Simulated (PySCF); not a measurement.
Geometry:
```csv
atom,x (Å),y (Å),z (Å)
C1,4.079,0.303,-0.238
O2,2.696,0.283,-0.056
Si3,1.684,-0.983,-0.117
O4,0.187,-0.405,0.053
C5,-0.425,0.329,1.008
C6,-1.718,0.601,0.920
Si7,-2.699,-0.054,-0.537
N8,-4.340,0.340,-0.161
H9,4.579,-0.331,0.497
H10,4.342,-0.052,-1.237
H11,4.420,1.332,-0.120
H12,2.032,-1.933,0.945
H13,1.597,-1.591,-1.435
H14,0.212,0.668,1.819
H15,-2.172,1.185,1.704
H16,-2.677,-1.515,-0.633
H17,-2.189,0.535,-1.789
H18,-4.557,1.271,0.158
H19,-5.061,0.025,-0.788
```

- PBE0/pcSseg-1 with gauge-including orbitals
- GFN2-xTB geometry
- run in PySCF
- no solvent model, averaged over atoms made equivalent by symmetry, fast rotation or ring inversion, non-relativistic Hamiltonian, a single conformation

Question: List the cross peaks expected in HSQC, COSY and HMBC spectra.

Answer: 

HSQC (one-bond C–H):
```csv
δH,δC
7.12 (H14),158.1 (C5)
4.89 (H15),109.8 (C6)
3.86 (H9/H10/H11),50.8 (C1)
```

COSY cross peaks (H two or three bonds apart, from the bond graph; peaks can be absent where the dihedral angle is near 90°):
```csv
δH,δH
7.12 (H14),4.89 (H15)
5.34 (H16/H17),4.89 (H15)
```

HMBC (two and three bonds, from the bond graph):
```csv
δH,δC
7.12 (H14),109.8 (C6)
5.34 (H16/H17),"158.1 (C5), 109.8 (C6)"
4.89 (H15),158.1 (C5)
4.83 (H12/H13),"158.1 (C5), 50.8 (C1)"
```

Shifts are taken against calculated references (same method and geometry level): ¹H and ¹³C vs TMS.

The OH or NH signal is concentration- and solvent-dependent in practice; the value given is the gas-phase one. Shifts are as computed. Against solution values, carbons near 30 ppm lie about +3 ppm off and those near 130 ppm about +5 ppm. Of 1211 compounds with measured shifts, 218 miss one by over three times the rms of a fit or turn the order of signals round; such compounds aren't used in these exercises.
